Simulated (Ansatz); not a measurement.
H6O2SiSn (`O[SiH2][O][SnH3]`) at its PBE0-D4/def2-TZVP geometry, where that method's forces vanish. Charge 0, multiplicity 1. Sn takes the def2 core potential.

```xyz
10

O     0.1249   -2.1128    0.0415
Si    0.3836   -0.9126   -1.0584
O    -0.3348    0.4821   -0.6477
Sn   -0.2850    1.5811    0.9845
H    -0.7471   -2.5090    0.0635
H    -0.1562   -1.3055   -2.3859
H     1.8602   -0.7696   -1.0834
H    -1.4810    0.9513    2.0204
H    -0.6500    3.1474    0.4331
H     1.2853    1.4477    1.6326
```

What forces (eV/Å) does PBE-D4/def2-TZVPP give on these atoms in Ansatz? (Estimate.)

Ansatz gave: 
```
O1   0.356 -0.212  0.330
Si2  0.211 -0.098 -0.286
O3  -0.294  0.258 -0.318
Sn4  0.026  0.181  0.298
H5  -0.406 -0.193  0.015
H6  -0.065 -0.019 -0.161
H7   0.173 -0.001  0.004
H8  -0.135 -0.070  0.113
H9  -0.042  0.166 -0.069
H10  0.177 -0.013  0.075
```
